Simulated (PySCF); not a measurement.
Electron correlation in Al⁺ (aluminium, charge +1)

[Ne] 3p2, high-spin 3P determinant (an excited configuration). Computed with PySCF 2.14 in aug-cc-pwCVTZ, with the non-relativistic Hamiltonian (point nucleus). Frozen: [Ne]; 2 electrons correlated.

With two correlated electrons CCSD is exact within the correlated space (frozen core and kept virtual orbitals).

| level | correlation energy (mhartree) |
| --- | --- |
| CCSD | -9.51 |

Diagnostics: T1 = 0.0020, D1 = 0.0028, largest double amplitude 0.053.

**Question.** Is a single reference adequate?

**Answer.** Yes: T1 lies below 0.03 and no double amplitude reaches 0.07.
